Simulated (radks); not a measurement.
Results of a calculation; reference values are marked as such.
Q: Ionisation of Kr32+, [He] 2s2, to Kr33+, [He] 2s1, under several functionals. Scalar-relativistic Kohn-Sham, spin-polarised, spherical densities, point nucleus; open shells are filled with parallel spins first; a radial shooting solver on a logarithmic mesh with Libxc functionals. The NIST Atomic Spectra Database gives 3971 eV (semi-empirical). Rank these functionals by the error of their Delta-SCF ionisation energy: revPBE; BP86; exchange-only LDA.

A: From best to worst: revPBE 3971.2 eV (+0.2); BP86 3971.5 eV (+0.5); exchange-only LDA 3961.1 eV (-9.9).
